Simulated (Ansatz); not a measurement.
The same redistribution along the group O, S, Se.

Isolated molecules relaxed with PBE0-D4/def2-TZVP in Ansatz; ΔE leaves out vibrations. CCSD(T)/CBS adds triple-zeta CCSD(T) − MP2 to the extrapolated MP2 energy (def2 sets, frozen cores). This one scheme is used for every species. DFT in def2-TZVPP. B3LYP here is the variant with VWN-RPA as its local correlation; programs differ in this. For Se outer-core shells are correlated without core-valence functions, which leaves a few kJ/mol of doubt a bond. Scalar relativity is left out up to krypton. One conformer a species, not always the lowest.

```tsv
reaction	CCSD(T)/CBS(def2) (kJ/mol)
`[OH][Al]([F])[F]` + `F[SiH](Cl)Cl` → `[OH][Al]([F])[Cl]` + `F[SiH](F)Cl`	-31
`[F][Al]([F])[SH]` + `F[SiH](Cl)Cl` → `[F][Al]([SH])[Cl]` + `F[SiH](F)Cl`	?
`[F][Al]([F])[SeH]` + `F[SiH](Cl)Cl` → `[F][Al]([Cl])[SeH]` + `F[SiH](F)Cl`	-31
```

Task: Fill in the missing values. (Best estimate.)

Result: Ansatz gave: `[F][Al]([F])[SH]` + `F[SiH](Cl)Cl` → `[F][Al]([SH])[Cl]` + `F[SiH](F)Cl`: -30.6 kJ/mol.

Largest T1 diagnostic: 0.013, for `[OH][Al]([F])[F]`.
